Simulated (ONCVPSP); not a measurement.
## Configuration tests for Mn (ONCV)

| Property | Result |
| --- | --- |
| Element | Mn (Z = 25) |
| Generator | ONCVPSP 4.0.1 |
| Type | optimised norm-conserving Vanderbilt (ONCV) |
| Functional | PBE |
| Relativity | scalar-relativistic |
| Frozen core | [Ar] |
| Valence charge | 7 |
| Reference configuration | 3d5 4s2 |
| Partial waves | 4s: rc 2.60 bohr, ncon 4, nbas 7, qcut 3.1 1/bohr, 3 projectors, debl 3.7 Ha; p scattering state at 0.12 Ha: rc 2.80 bohr, ncon 5, nbas 8, qcut 3.5 1/bohr, 1 projector; 3d: rc 1.20 bohr, ncon 5, nbas 10, qcut 12.8 1/bohr, 2 projectors, debl 2.5 Ha |
| Local potential | polynomial inside 0.85 bohr (lpopt 1, dvloc0 4 Ha) |
| Core correction | Teter function, fcfact 1.75, rcfact 1.65 |

In the p channel the program set the typed energies aside and used 0.050 Ha.

Energies are relative to the spin-unpolarised reference configuration 3d5 4s2; without spin polarisation the order of configurations can differ from experiment. Not all tests gave a result: 1 of 4 tests not solved or not reliable.

```
valence configuration  charge  ΔE all-electron (eV)  error AE − PS (meV)
              3d5 4s1      +1                 8.416                  -20
              3d5 4s0      +2                24.015                 -130
              3d4 4s0      +3                56.534                 -256
```

Levels in the configuration 3d5 4s1:

```csv
level,all-electron (eV),pseudo (eV)
3d,-14.908,-14.873
4s,-11.878,-11.930
```

Note: ghosts flagged at negative energy: p at -10.3 eV; GHOST(+) flagged for s at 102.1 eV. A true bound ghost makes a file unfit for plane-wave use.
